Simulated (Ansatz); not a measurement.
Reaction (redistribution): `O[SiH2][SiH](F)S` + `[CH3][GaH][SiH3]` → `O[SiH2][SiH]([SiH3])S` + `[CH3][GaH][F]`

Calculated with Ansatz (gas phase, PBE0-D4/def2-TZVP geometries, no zero-point term in ΔE). CBS: MP2 limit from def2 TZ/QZ plus the TZ coupled-cluster correction, frozen cores. For Ga outer-core shells are correlated without core-valence functions, which leaves a few kJ/mol of doubt a bond. Scalar relativity is left out up to krypton. One conformer a species, not always the lowest.

| species | CCSD/CBS(def2) energy (Eh) |
| --- | --- |
| `O[SiH2][SiH](F)S` | -1154.00744 |
| `[CH3][GaH][SiH3]` | -2255.24661 |
| `O[SiH2][SiH]([SiH3])S` | -1345.02947 |
| `[CH3][GaH][F]` | -2064.21100 |

**Question.** Work out ΔE.

**Answer.** ΔE = (-1345.02947) + (-2064.21100) − (-1154.00744) − (-2255.24661) = 0.01358 Eh = +8.5 kcal/mol. CCSD(T)/CBS gives +7.9 kcal/mol.

Largest T1 diagnostic among the species: 0.013.

In def2-TZVPP, CCSD(T) changes the Hartree–Fock value by −2.1 kcal/mol (the triples alone add −0.6 kcal/mol) and MP2 by −2.7 kcal/mol. The D4 term adds −1.2 kcal/mol with B3LYP and −0.7 kcal/mol with PBE0; it sums over pairs of atoms, weighted by their polarisabilities, and B3LYP, whose exchange is more repulsive, gets the larger term.

B3LYP here is the variant with VWN-RPA as its local correlation; programs differ in this.
